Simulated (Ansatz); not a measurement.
Consider the redistribution: `C[CH2][AlH][O][SiH3]` + `C=[C](Cl)[AlH][SiH3]` → `C[CH2][AlH][AlH][SiH3]` + `C=C(Cl)O[SiH3]`.

Gas-phase electronic energies from Ansatz, PBE0-D4/def2-TZVP geometries. CCSD(T)/CBS adds triple-zeta CCSD(T) − MP2 to the extrapolated MP2 energy (def2 sets, frozen cores). DFT in def2-TZVPP. One conformer a species, not always the lowest.

```csv
level,ΔE (kJ/mol)
r2SCAN-D4,229.5
ωB97X-V,230.8
PBE,203.6
HF/CBS(def2),256.4
```

What does CCSD(T)/CBS give? (Best estimate.)

Ansatz gave: +243.9 kJ/mol. The listed levels differ from it by -14.4, -13.1, -40.3, 12.5 kJ/mol.

Largest T1 diagnostic among the species: 0.012.

From PBE to PBE0 (25 % exact exchange), in def2-TZVPP and without D4, ΔE moves by +9.0 kJ/mol.
